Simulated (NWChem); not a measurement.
Molecule: C₂H₅FOSi; SMILES O(C=C)[SiH2]F

```xyz
10

C      0.3765    -2.7425     0.0336
C     -0.2134    -1.5802    -0.2342
O     -0.0274    -0.4714     0.5258
Si    -0.5260     1.0748     0.1986
F      0.5321     1.8026    -0.7861
H      1.0554    -2.8477     0.8824
H      0.1818    -3.6065    -0.6022
H     -0.8977    -1.4632    -1.0863
H     -1.8312     1.0407    -0.5117
H     -0.5356     1.7954     1.4886
```
Atoms are numbered in this order, from 1.

Level: PBE0/def2-SVP (NWChem), optimised geometry, unscaled harmonic frequencies. 

Q: List the harmonic frequencies with IR intensities, and the thermochemistry.

A: 
| frequency (cm⁻¹) | IR intensity (km/mol) |
|---|---|
| 59 | 0.3 |
| 79 | 2.8 |
| 172 | 1.8 |
| 303 | 21.3 |
| 445 | 8.3 |
| 693 | 92.7 |
| 725 | 3.7 |
| 757 | 20.5 |
| 781 | 26.1 |
| 879 | 43.0 |
| 884 | 32.5 |
| 943 | 237.8 |
| 974 | 186.7 |
| 985 | 77.1 |
| 1056 | 151.1 |
| 1239 | 342.7 |
| 1341 | 28.2 |
| 1408 | 24.2 |
| 1749 | 205.4 |
| 2277 | 99.5 |
| 2328 | 107.3 |
| 3151 | 15.6 |
| 3193 | 0.9 |
| 3303 | 0.6 |

| Item | Value |
|---|---|
| zero-point energy | 42.5 kcal/mol |
| thermal correction to the enthalpy at 298.15 K (with zero-point energy) | 47.1 kcal/mol |
| heat capacity Cv | 20.9 cal/(mol K) |
| entropy at 298.15 K and 1 atm (symmetry number 1) | 80.7 cal/(mol K) |
| dipole moment | 1.43 D |

Rigid rotor and harmonic oscillator; modes under 100 cm⁻¹ make the entropy uncertain.
